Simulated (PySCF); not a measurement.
Simulation results for AlBH₄NSi, AlClH₂NSi, Al₂H₃

Computed with PySCF 2.14.0. Calculation on a computer-drawn molecule: the log of a Hartree-Fock and frozen-core CCSD(T) single point meant for a local Hartree-Fock minimum, with one planted fault or none, to be diagnosed. Offsets are logged minus clean, where the clean run is the same molecule without the fault. The reference is restricted for singlets and unrestricted otherwise, and also for a bond in bohr or an excited solution. Adding or removing an electron swaps singlet and doublet. The excited solution moves the top pair (singlet) or top alpha electron (doublet) to the lowest empty orbital. Highest occupied and lowest empty are orbital energies over both spins, largest force is the largest gradient component, triples share is (T) over the correlation energy, the T1 limit is 0.02 restricted and 0.045 unrestricted, electrons count all cores, a negative frequency is imaginary (commonest isotopes), and the dipole is about the centre of nuclear charge.

Common to all runs: meant basis cc-pV(D+d)Z; logged SCF converged yes; logged CC converged yes; logged SCF stable within its kind yes; possible faults no fault, one electron removed, one electron added, multiplicity raised by two, geometry at a saddle point, SCF held on an excited solution, minimal basis STO-3G, one bond length entered in bohr, all coordinates scaled.

(1) AlBH₄NSi

Logged structure:
```xyz
8
AlBH4NSi
Al     0.9902     1.3649    -2.2863
N     -0.0884     1.2284    -1.0104
B     -0.9104     1.1246    -0.0381
Si    -2.2248     0.9585     1.5165
H      1.9791     1.4901    -3.4558
H     -3.1208     2.1222     1.4197
H     -1.4106     0.9712     2.7426
H     -2.9311    -0.3177     1.3190
```

- meant charge: 1
- meant multiplicity: 1
- logged electrons: 42
- logged basis functions: 94
- logged spin squared: 2.0143
- logged highest occupied: -12.324 eV
- logged lowest empty: -9.1333 eV
- logged largest force: 0.10779 hartree/bohr
- logged T1 diagnostic: 0.037166
- logged D1 diagnostic: 0.19996
- logged triples share: 0.04304
- logged dipole magnitude: 10.344 debye
- logged energy HF: -611.87526 hartree
- logged energy CCSD(T): -612.28811 hartree
- planted fault: multiplicity raised by two
- HF energy offset from clean run: 153.4 kcal/mol
- CCSD(T) energy offset from clean run: 162 kcal/mol

Drawn bonds:
| atom | other atom | order |
| --- | --- | --- |
| 1 | 2 | 2 |
| 2 | 3 | 1 |
| 3 | 4 | 1 |
| 1 | 5 | 1 |
| 4 | 6 | 1 |
| 4 | 7 | 1 |
| 4 | 8 | 1 |

(2) AlClH₂NSi

Logged structure:
```xyz
6
AlClH2NSi
Al     2.1918     0.1673     0.0000
N      0.4433     0.4229     0.0000
Si    -1.1044     0.4062     0.0000
Cl    -2.3135    -1.2376     0.0000
H      2.7833    -1.3204     0.0000
H     -2.0005     1.5616     0.0000
```

- meant charge: 0
- meant multiplicity: 2
- logged electrons: 53
- logged basis functions: 93
- logged spin squared: 0.7559
- logged highest occupied: -7.5402 eV
- logged lowest empty: 1.0039 eV
- logged largest force: 4.239e-05 hartree/bohr
- logged lowest frequency: -176.26 cm⁻¹
- logged T1 diagnostic: 0.01733
- logged D1 diagnostic: 0.050241
- logged triples share: 0.032544
- logged dipole magnitude: 2.4635 debye
- logged energy HF: -1046.00172 hartree
- logged energy CCSD(T): -1046.48638 hartree
- planted fault: geometry at a saddle point
- HF energy offset from clean run: 2.29 kcal/mol
- CCSD(T) energy offset from clean run: 3.473 kcal/mol

Drawn bonds:
| atom | other atom | order |
| --- | --- | --- |
| 1 | 2 | 2 |
| 2 | 3 | 1 |
| 3 | 4 | 1 |
| 1 | 5 | 1 |
| 3 | 6 | 1 |

(3) Al₂H₃

Logged structure:
```xyz
5
Al2H3
Al    -0.2678    -3.1221     1.0505
Al     1.2049    -1.5195    -0.3771
H     -1.0998    -2.7972     2.3715
H      0.6067    -0.7967    -1.6572
H      2.7716    -1.4321    -0.1383
```

* meant charge: 0
* meant multiplicity: 2
* logged electrons: 29
* logged basis functions: 61
* logged spin squared: 0.7899
* logged highest occupied: -7.3084 eV
* logged lowest empty: 0.38938 eV
* logged largest force: 1.02e-05 hartree/bohr
* logged lowest frequency: 236.98 cm⁻¹
* logged T1 diagnostic: 0.024333
* logged D1 diagnostic: 0.071863
* logged triples share: 0.021844
* logged dipole magnitude: 0.50417 debye
* logged energy HF: -485.52943 hartree
* logged energy CCSD(T): -485.6833 hartree
* planted fault: no fault
* HF energy offset from clean run: 0 kcal/mol
* CCSD(T) energy offset from clean run: 0 kcal/mol

Drawn bonds:
| atom | other atom | order |
| --- | --- | --- |
| 1 | 2 | 1 |
| 1 | 3 | 1 |
| 2 | 4 | 1 |
| 2 | 5 | 1 |
